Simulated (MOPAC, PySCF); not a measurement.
Complex: CH3Cl (SMILES CCl) (first 5 atoms) with CH2O (SMILES C=O); geometry from B3LYP-D3(BJ)/def2-TZVP.
(charge 0, multiplicity 1):
```xyz
9

C     -0.64850    -0.93591    -0.17723
Cl     0.28490     0.60188    -0.15699
H     -1.61083    -0.73620    -0.63786
H     -0.08567    -1.66042    -0.75727
H     -0.76878    -1.26738     0.84977
C      0.37920     0.31950     2.99993
O     -0.23305    -0.70857     3.11467
H     -0.12128     1.30481     3.01426
H      1.47788     0.33748     2.88109
```

Monomers are frozen at their geometry in the pair; levels with a basis set take the counterpoise correction. Rows marked so take none.

Rows in 3-21G, STO-3G carry no dispersion term and start afresh at each structure. The state that AM1, PM6 reach isn't checked.

Codes used: MOPAC for AM1, PM6 (differences of heats of formation); PySCF for 3-21G rows, STO-3G rows. Values without a source in brackets are computed.

Question: One of these levels gives -160.5 meV for the interaction energy. Which?
(A) HF/3-21G (no counterpoise)
(B) HF/STO-3G (no counterpoise)
(C) AM1
(D) PM6

Answer: A, HF/3-21G (no counterpoise). The others give -52.1 (AM1), -134.1 (PM6), -25.8 (HF/STO-3G (no counterpoise))
